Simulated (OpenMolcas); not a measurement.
## As3+: effect of the basis set

* Program: OpenMolcas 26.06
* Method: MS-CASPT2, IPEA 0.25 Eh, imaginary shift 0.1 Eh (closed shells correlated: 3d)
* Active space: 2 electrons in 8 orbitals (4s 4p 5s 5p)
* State averaging: 2S+1 = 3 even, 3 roots; 2S+1 = 1 even, 7 roots; 2S+1 = 3 odd, 3 roots; 2S+1 = 1 odd, 3 roots
* Spin-orbit coupling: state interaction with AMFI integrals over the reference wave functions, term energies averaged over their components

A. ANO-RCC-VTZP [6s5p3d1f], DKH2, point nucleus; CASPT2 step of the order of 4 core-seconds
B. ANO-RCC-VQZP [7s6p4d2f1g], DKH2, point nucleus; CASPT2 step of the order of 3 core-seconds
C. ANO-R2 [6s5p4d3f1g], X2C, finite nucleus; CASPT2 step of the order of 5 core-seconds
D. ANO-RCC [9s8p6d4f2g], DKH2, point nucleus; CASPT2 step about 24 core-seconds

Energies in cm⁻¹ above 4s² ¹S₀, the measured ground level; measured values from Moore, Atomic Energy Levels, vol. II, NSRDS-NBS 35 (1971 reprint of NBS Circular 467, 1952).

```
     Level       A       B       C       D  Measured
   4s² ¹S₀     0.0     0.0     0.0     0.0       0.0
4s 4p ³P°₀   73240   73660   74460   74250          
4s 4p ³P°₁   74260   74660   75460   75270     76962
4s 4p ³P°₂   76460   76810   77630   77460     79492
4s 4p ¹P°₁  113910  112940  111100  112030    112022
```

Deviations, from unrounded energies. A percentage is the sum of absolute deviations over the sum of measured energies, with the sign that they share, or ± where signs differ.

```
           Against measurement  Levels     A     B     C     D
mean absolute deviation (cm-1)       3  2500  2000  1400  1200
      other configurations (%)       3  ±2.8  ±2.2  -1.6  ±1.4
```

D lies closest to measurement on these levels and A furthest from it. The largest miss of D in the table is 4s 4p ³P°₂, by -2000 cm-1. The ranking rests on the paired levels alone, and a cruder setting can come out closer through cancelling errors.

Among A to D the level of the table that moves most is 4s 4p ¹P°₁, by 2800 cm-1 (lowest in C, highest in A). Moves below CASPT2's spread within the term are not significant.

Over all roots computed the reference weight is 0.92 to 0.99 in A, 0.91 to 0.99 in B, 0.90 to 0.97 in C, 0.90 to 0.98 in D; the roots of lowest weight are the least certain, and an intruder state may touch them. Active for correlation alone: 5p 5s; no level in the range computed is led by a configuration that fills them, so any true level of that kind is missing. Computed and measured levels are paired by configuration, term and J; levels that our copy of the source lacks, or whose pairing is in doubt (as where it misses far off the trend of its configuration), stay unpaired and out of the deviations. Levels of configurations outside the active space are missing. Levels that lie high or do not pair safely by name in every column are left out.

° marks odd parity.
